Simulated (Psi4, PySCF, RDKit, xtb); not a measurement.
Torsional profile of C8H7Cl, SMILES C=Cc1ccccc1Cl, singlet. Scanned: dihedral C1–C2–C3–C4; all other coordinates were relaxed at GFN2-xTB. Points at φ and −φ are mirror images.

Atom numbering (GFN2-xTB optimised geometry, Å):
```
16

C     -2.7730    -0.6039     0.1486
C     -1.8567     0.3559     0.1980
C     -0.4151     0.1901     0.0586
C      0.1771    -1.0580    -0.1515
C      1.5431    -1.2033    -0.2821
C      2.3699    -0.0944    -0.2061
C      1.8173     1.1561     0.0011
C      0.4455     1.2924     0.1310
Cl    -0.1719     2.8920     0.3887
H     -3.8186    -0.3761     0.2636
H     -2.5347    -1.6423    -0.0056
H     -2.1821     1.3749     0.3567
H     -0.4528    -1.9311    -0.2131
H      1.9661    -2.1835    -0.4437
H      3.4392    -0.1994    -0.3072
H      2.4466     2.0306     0.0629
```

Levels of theory: RHF/LANL2DZ = restricted Hartree-Fock/LANL2DZ, with its core potentials past Ne // GFN2-xTB (PySCF); GFN1-xTB // GFN2-xTB (xtb); MMFF94 // GFN2-xTB (RDKit); PBE/def2-SVP // GFN2-xTB (Psi4); B3LYP/def2-SVP // GFN2-xTB (Psi4); PBE-D3(BJ)/def2-SVP // GFN2-xTB (Psi4).

Energies in eV, each method relative to its own lowest point.

```tsv
φ / °	RHF/LANL2DZ	GFN1-xTB	MMFF94	PBE/def2-SVP	B3LYP/def2-SVP	PBE-D3(BJ)/def2-SVP
-160	0.133	0.075	0.202	0.101	0.104	0.095
-140	0.138	0.071	0.118	0.141	0.137	0.134
-120	0.164	0.099	0.075	0.199	0.188	0.192
-100	0.173	0.135	0.058	0.234	0.215	0.230
-80	0.125	0.123	0.045	0.196	0.174	0.194
-60	0.053	0.069	0.008	0.111	0.093	0.110
-40	0.004	0.018	0.000	0.036	0.025	0.035
-20	0.000	0.000	0.035	0.004	0.001	0.004
0	0.010	0.001	0.062	0.000	0.000	0.000
20	0.000	0.000	0.035	0.004	0.001	0.004
40	0.004	0.018	0.000	0.036	0.025	0.035
60	0.053	0.069	0.008	0.111	0.093	0.110
80	0.125	0.123	0.045	0.196	0.174	0.194
100	0.173	0.135	0.058	0.234	0.215	0.230
120	0.164	0.099	0.075	0.199	0.188	0.192
140	0.138	0.071	0.118	0.141	0.137	0.134
160	0.133	0.075	0.202	0.101	0.104	0.095
180	0.133	0.085	0.260	0.085	0.093	0.081
```

Root-mean-square difference from the PBE-D3(BJ)/def2-SVP profile, itself a level with limits, after the best constant shift (eV): RHF/LANL2DZ 0.037, GFN1-xTB 0.035, MMFF94 0.103, PBE/def2-SVP 0.003, B3LYP/def2-SVP 0.010.
